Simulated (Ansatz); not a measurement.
Consider the formal exchange of groups at the Si–Cl bond: `Cl[SiH2][SbH2]` + `CCl` → `ClC[SiH2][SbH2]` + HCl.

Gas-phase electronic energies from Ansatz, PBE0-D4/def2-TZVP geometries. CBS: MP2 limit from def2 TZ/QZ plus the TZ coupled-cluster correction, frozen cores. This one scheme is used for every species. Functionals use def2-TZVPP. B3LYP here is the variant with VWN-RPA as its local correlation; programs differ in this. def2 core potentials past Kr. For Sb outer-core shells are correlated without core-valence functions, which leaves a few kJ/mol of doubt a bond. Each species was taken in one conformer, which may not be the lowest.

Is it downhill or uphill in electronic energy at CCSD(T)/CBS, and by how much? (An estimate is asked.)

Ansatz gave: Uphill: ΔE = +1.02 eV.

What do these levels give: PBE-D4, r2SCAN-D4, PBE0-D4, ωB97X-V, B2PLYP, PBE, r2SCAN, B3LYP, MP2/def2-TZVPP, SCS-MP2/def2-TZVPP, CCSD/def2-TZVPP, MP2/def2-QZVPP? (An estimate is asked.)

The calculation gave: PBE-D4 1.00, r2SCAN-D4 1.07, PBE0-D4 1.03, ωB97X-V 1.05, B2PLYP 1.09, PBE 1.05, r2SCAN 1.09, B3LYP 1.12, MP2/def2-TZVPP 1.02, SCS-MP2/def2-TZVPP 1.04, CCSD/def2-TZVPP 1.01, MP2/def2-QZVPP 1.04 eV.

Largest T1 diagnostic among the species: 0.012.

In def2-TZVPP, CCSD(T) changes the Hartree–Fock value by −0.24 eV (the triples alone add −0.03 eV) and MP2 by −0.20 eV. The D4 term adds −0.08 eV with B3LYP and −0.04 eV with PBE0; it sums over pairs of atoms, weighted by their polarisabilities, and B3LYP, whose exchange is more repulsive, gets the larger term.
